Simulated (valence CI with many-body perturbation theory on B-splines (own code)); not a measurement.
**Al⁵⁺: electric-dipole lines**

Level of theory: configuration interaction combined with many-body perturbation theory (CI+MBPT): six valence electrons over a frozen Dirac-Fock core [He], radial functions for each j: 9 s, 9 p, 8 d, 6 f, 3 g, 1 h, with the one-electron correlation potential Σ1 (screened to all orders), the two-electron term Σ2, the three-electron term Σ3, Breit, model QED; selected single and double excitations, second order for the rest, scaled by the run's own slope (own B-spline code, finite nucleus).

Against 19 measured levels this calculation errs by 241 cm⁻¹ on average and by 587 at most. These come from a selection out of NIST levels in Kelleher and Podobedova, J. Phys. Chem. Ref. Data 37, 709 (2008); Martin and Zalubas, J. Phys. Chem. Ref. Data 8, 817 (1979). Levels without a partner in it may be off by more. Among the levels kept, up to 1500 cm⁻¹ of a level comes from second order outside the variational space, and about a tenth of that is noise between levels of different J, which matters for small intervals. 1 measured level below the end of the list, from 1064493 cm⁻¹ on, found no clear computed partner, and computed levels of the same name lie up to 1338 cm⁻¹ from them.

Lines 101 to 150 of 181 in falling wavelength, among levels below 1069300 cm⁻¹, chosen from the strongest by gf and those to the six lowest levels. Wavelengths and rates use the calculated energies, so an error of 200 cm⁻¹ moves a line at 24.36 nm by 0.049 % and its rate by three times that or more. Electric multipoles are in the length gauge, E1 and E2 with the static RPA response of the core. Weak lines are less certain than strong ones. Lines between different terms over intervals too small for the method are left out, as are lines whose strength nearly cancels. The highest levels of a list are the least certain.

Names give the largest LS component (configuration and term), which can be under half, so a name can repeat, a term be missing and a line seem to break the LS rules; names also repeat where a configuration has a term twice. Letters in brackets count levels of one name in rising energy.

```tsv
λ vac (nm)	λ from measured levels	Upper	Lower	A (s⁻¹)	S (a.u.) with core polarisation	S without
24.36	24.38	2s 2p5 1P°_1	2s2 2p4 1D_2	3.75e+10	8.04e-01	8.08e-01
22.32	22.34	2s 2p5 1P°_1	2s2 2p4 3P_0	2.80e+06	4.61e-05	4.64e-05
22.27	22.29	2s 2p5 1P°_1	2s2 2p4 3P_1	1.45e+06	2.37e-05	2.38e-05
22.14	22.15	2s 2p5 1P°_1	2s2 2p4 3P_2	6.59e+07	1.06e-03	1.06e-03
17.37		2s2 2p3 3p 1P_1	2s 2p5 1P°_1	3.22e+08	2.50e-03	2.49e-03
17.28		2s2 2p3 3p 3D_1 [a]	2s 2p5 1P°_1	5.69e+07	4.34e-04	4.33e-04
16.24		2s2 2p3 3p 1D_2	2s 2p5 1P°_1	3.67e+08	3.88e-03	3.88e-03
15.48		2s2 2p3 3p 5P_1	2s 2p5 3P°_2	3.90e+05	2.14e-06	2.14e-06
15.48		2s2 2p3 3p 5P_2	2s 2p5 3P°_2	1.80e+04	1.65e-07	1.62e-07
15.47		2s2 2p3 3p 5P_3	2s 2p5 3P°_2	1.93e+05	2.47e-06	2.47e-06
15.08		2s2 2p3 3p 3P_1 [a]	2s 2p5 3P°_2	2.80e+07	1.42e-04	1.42e-04
15.08		2s2 2p3 3p 3P_2 [a]	2s 2p5 3P°_2	3.93e+07	3.32e-04	3.31e-04
14.19		2s2 2p3 3p 1P_1	2s 2p5 3P°_2	8.99e+05	3.81e-06	3.81e-06
14.18	14.17	2s2 2p3 3p 3D_2	2s 2p5 3P°_1	8.75e+07	6.16e-04	6.14e-04
14.14	14.12	2s2 2p3 3p 3D_2	2s 2p5 3P°_2	2.50e+07	1.74e-04	1.73e-04
14.13		2s2 2p3 3p 3D_1 [a]	2s 2p5 3P°_2	3.80e+06	1.59e-05	1.58e-05
14.13	14.12	2s2 2p3 3p 3D_3 [a]	2s 2p5 3P°_2	1.34e+08	1.30e-03	1.29e-03
14.03	14.02	2s2 2p3 3p 3F_2	2s 2p5 3P°_2	1.72e+06	1.17e-05	1.17e-05
14.02	14.01	2s2 2p3 3p 3F_3	2s 2p5 3P°_2	8.51e+06	8.11e-05	8.09e-05
13.96		2s2 2p3 3p 1F_3	2s 2p5 3P°_2	4.49e+06	4.22e-05	4.21e-05
13.70		2s2 2p3 3p 3P_1 [b]	2s 2p5 3P°_0	3.53e+08	1.34e-03	1.34e-03
13.68		2s2 2p3 3p 3P_1 [b]	2s 2p5 3P°_1	1.60e+08	6.08e-04	6.06e-04
13.67		2s2 2p3 3p 3P_2 [b]	2s 2p5 3P°_1	4.37e+08	2.75e-03	2.75e-03
13.67		2s2 2p3 3p 3P_0 [b]	2s 2p5 3P°_1	1.81e+09	2.28e-03	2.27e-03
13.63		2s2 2p3 3p 3P_1 [b]	2s 2p5 3P°_2	1.35e+09	5.08e-03	5.06e-03
13.63		2s2 2p3 3p 3P_2 [b]	2s 2p5 3P°_2	1.37e+09	8.57e-03	8.54e-03
13.58		2s2 2p3 3p 3S_1	2s 2p5 3P°_0	5.39e+08	2.00e-03	1.99e-03
13.56		2s2 2p3 3p 3S_1	2s 2p5 3P°_1	1.18e+09	4.37e-03	4.36e-03
13.51		2s2 2p3 3p 3S_1	2s 2p5 3P°_2	8.47e+08	3.09e-03	3.09e-03
13.48		2s2 2p3 3p 3D_1 [b]	2s 2p5 3P°_0	3.92e+08	1.42e-03	1.42e-03
13.48		2s2 2p3 3p 1D_2	2s 2p5 3P°_1	2.20e+08	1.33e-03	1.33e-03
13.46		2s2 2p3 3p 3D_1 [b]	2s 2p5 3P°_1	2.98e+08	1.07e-03	1.07e-03
13.43		2s2 2p3 3p 1D_2	2s 2p5 3P°_2	5.08e+07	3.04e-04	3.04e-04
13.41		2s2 2p3 3p 3D_1 [b]	2s 2p5 3P°_2	1.79e+07	6.39e-05	6.38e-05
13.41		2s2 2p3 3p 3D_3 [b]	2s 2p5 3P°_2	6.89e+08	5.74e-03	5.74e-03
12.14	12.12	2s2 2p3 3s 3S°_1	2s2 2p4 1S_0	1.49e+05	3.94e-07	3.95e-07
11.73		2s2 2p3 3s 5S°_2	2s2 2p4 1D_2	4.52e+03	1.80e-08	1.80e-08
11.48	11.47	2s2 2p3 3s 3S°_1	2s2 2p4 1D_2	2.41e+07	5.39e-05	5.38e-05
11.47		2s2 2p3 3s 3D°_1	2s2 2p4 1S_0	3.07e+07	6.84e-05	6.82e-05
11.22		2s2 2p3 3s 5S°_2	2s2 2p4 3P_1	3.96e+06	1.38e-05	1.38e-05
11.19		2s2 2p3 3s 5S°_2	2s2 2p4 3P_2	1.49e+07	5.15e-05	5.13e-05
11.05	11.04	2s2 2p3 3s 3P°_1	2s2 2p4 1S_0	2.79e+06	5.57e-06	5.55e-06
11.00	11.00	2s2 2p3 3s 3S°_1	2s2 2p4 3P_0	8.98e+09	1.77e-02	1.77e-02
10.99	10.98	2s2 2p3 3s 3S°_1	2s2 2p4 3P_1	2.71e+10	5.33e-02	5.31e-02
10.96	10.95	2s2 2p3 3s 3S°_1	2s2 2p4 3P_2	4.70e+10	9.15e-02	9.12e-02
10.93	10.93	2s2 2p3 3s 1P°_1	2s2 2p4 1S_0	3.13e+10	6.05e-02	6.03e-02
10.88		2s2 2p3 3s 3D°_2	2s2 2p4 1D_2	8.05e+06	2.56e-05	2.55e-05
10.88		2s2 2p3 3s 3D°_3	2s2 2p4 1D_2	4.61e+07	2.05e-04	2.04e-04
10.88		2s2 2p3 3s 3D°_1	2s2 2p4 1D_2	8.66e+07	1.65e-04	1.64e-04
10.77	10.76	2s2 2p3 3s 1D°_2	2s2 2p4 1D_2	6.71e+10	2.07e-01	2.06e-01
```
